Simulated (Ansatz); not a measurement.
CrO$_{4}$ (SMILES [O]=[Cr-2](=[O])(=[O])=[O]), charge -2, singlet, geometry from GFN2-xTB (such geometries of metal compounds can be far from the true shape) (a gas-phase anion, which may not be bound at this level); B97M-V/STO-3G in Ansatz (a program for electronic structure).

Here is a job for Ansatz.
Ansatz 0.2 input:
```yaml
crystal:
  periodic: [false, false, false]
  atoms:
    - {symbol: Cr, position_ang: [0.00000000, 0.00000000, -0.00000000]}
    - {symbol: O, position_ang: [1.11911804, 0.63621091, -1.00629935]}
    - {symbol: O, position_ang: [0.74912909, -0.80537194, 1.20830855]}
    - {symbol: O, position_ang: [-0.95622851, -1.03167988, -0.83131917]}
    - {symbol: O, position_ang: [-0.91201863, 1.20084091, 0.62930997]}
basis:
  gaussian:
    orbitals: STO-3G
hamiltonian:
  xc: {name: B97M-V}
total_charge: -2
accuracy: high
```

Q: Write the output that Ansatz gives for this input, abridged.

A: 
```
Functional definition: B97M-V
917 factors; integrals over basis functions are off by at most 3.5e-9 eV
mean field evaluation 1: about -36129.8906 eV, gradient 1.3e2 eV
mean field evaluation 2: about -35743.5833 eV, gradient 2.5e2 eV
mean field evaluation 4: about -36137.6479 eV, gradient 1.3e2 eV
mean field evaluation 8: about -36142.7761 eV, gradient 1.2e2 eV
mean field evaluation 16: about -36188.5658 eV, gradient 7.1e-5 eV
mean field -36188.56584971 eV, -1329.9052654860 hartree, gradient 6.0e-8 eV, S^2 0.000000; 0 other end points of the search recorded, 0 dependent functions left out
reference -36188.56585269 eV, -1329.9052655953 hartree; 29, 29 occupied and 9, 9 virtual orbitals, 917 factors
Total energy: -36188.56585269 eV, -1329.9052655953 hartree
```
